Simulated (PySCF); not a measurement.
C8H13P.
Bonds: C1–C2 (double), C2–P3, P3–C4, C4–C5, C5–C6, C6–C7, C7–C8, C8–C9, C1–P3, C4–C9. Hydrogens: H10 on C1; H11 on C2; H12 on C4; H13, H14 on C5; H15, H16 on C6; H17, H18 on C7; H19, H20 on C8; H21, H22 on C9.

NICS is the negative of the GIAO shielding at a point without a nucleus: at the ring centre (0) and 1 Å above and below it (1); zz is the component along the ring normal. Level: GIAO PBE0/pcSseg-1 (PySCF, non-relativistic, gas phase) on the GFN2-xTB geometry, one conformer.

Rings: 1. C1–C2–P3; 2. C4–C5–C6–C7–C8–C9.

```
set  NICS(0)  NICS(1), two faces  NICS(1)zz, two faces
  P     -2.7         -2.6 / -2.9             3.5 / 2.9
  Q    -24.0         -9.6 / -5.7         -22.1 / -13.2
```

Problem. Which set (ppm) belongs to which ring?

Solution. P = 2, Q = 1.
- 1 (3-membered ring with P; formal bonds 1 double, 2 single): mean NICS(1)zz -17.6 ppm, shielded. A hydrogen on C4, outside the ring, lies 1.62 Å from a NICS(1) probe.
- 2 (6-membered carbocycle; formal bonds all single): mean NICS(1)zz 3.2 ppm, deshielded. C4, C5, C6, C7, C8, C9 have four or more neighbours, and the NICS criterion for π rings isn't applied.

Problem. How do the rings differ in shape?

Solution. 
```json
{"ring": "1", "bond lengths (Å)": "1.308, 1.836, 1.835", "rms pucker (Å)": "0.00", "HOMA": "-1.05", "nearest outside atom to a NICS(1) probe (Å)": "hydrogen 1.62"}
{"ring": "2", "bond lengths (Å)": "1.527, 1.526, 1.526, 1.526, 1.526, 1.528", "rms pucker (Å)": "0.24", "HOMA": "–", "nearest outside atom to a NICS(1) probe (Å)": "hydrogen 1.51"}
```

HOMA = 1 − mean of α(R − Ropt)² over the ring bonds, with Krygowski's 1993 parameters (CC: Ropt 1.388 Å, α 257.7 Å⁻²; CP: Ropt 1.698 Å, α 118.91 Å⁻²). A dash marks a ring with a four-coordinate atom, a triple bond, no multiple bond or a kind of bond without parameters.
